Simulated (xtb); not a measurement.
C₂H₇S, SMILES CC[SH2+], charge +1. All values are semi-empirical tight-binding results from xtb (GFN2-xTB unless named), good for trends rather than for accurate numbers. Coordinates come from a GFN2-xTB optimisation. The isomer is the one that the SMILES or the coordinates give; other isomers of the formula were not compared.

```json
{
  "point_group_as_xtb_finds_it": "Cs",
  "orbital_gap": "5.32 eV",
  "zero_point_energy": "51.2 kcal/mol",
  "G − E(el) at 298.15 K (modified RRHO)": "34.2 kcal/mol",
  "static polarisability (D4 model)": "46.3 bohr³",
  "solvation energy, GFN2-xTB/ALPB(water)": "-65.0 kcal/mol",
  "solvation energy, GFN2-xTB/ALPB(toluene)": "-47.9 kcal/mol"
}
```
